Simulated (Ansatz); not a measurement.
The cluster Si2Au, relaxed as a doublet with UKS PBE-D4/def2-TZVP in Ansatz, starting from the GFN2-xTB geometry. Force threshold 0.02 eV/Å.

In the def2 sets Au takes a core potential; there is no spin–orbit coupling. The structure comes from a short search, and lower isomers may exist.

Start:

```
atom    x (Å)    y (Å)    z (Å)
 Au1   0.9330   0.7584   0.9852
 Si2  -1.2892   0.3009  -0.2371
 Si3   0.3562  -1.0593  -0.7481
```

(1) Estimate the energy that the relaxation releases and the steps that it takes.

(2) Does the start keep its bonding and symmetry?

(3) Predict the relaxed structure.

Answers

(1) 0.17 eV, in 5 steps; 6.5 s on 4 threads of Arm Neoverse V2 on a shared host. No frequencies were taken in this run, so the end may be a saddle point.

(2) By distances, no bond broke or formed. The bond that changes most is Au1–Si2, from 2.58 to 2.40 Å (atoms count from 1). Point group C2v at the start, C2v at the end, both within 0.05 Å.

(3) 
Cartesian coordinates in Å:
```
Au 0.853 0.694 0.901
Si -1.259 0.341 -0.192
Si 0.405 -1.035 -0.709
```
Bond lengths: 2 × Au–Si 2.40 Å; 1 × Si–Si 2.22 Å.
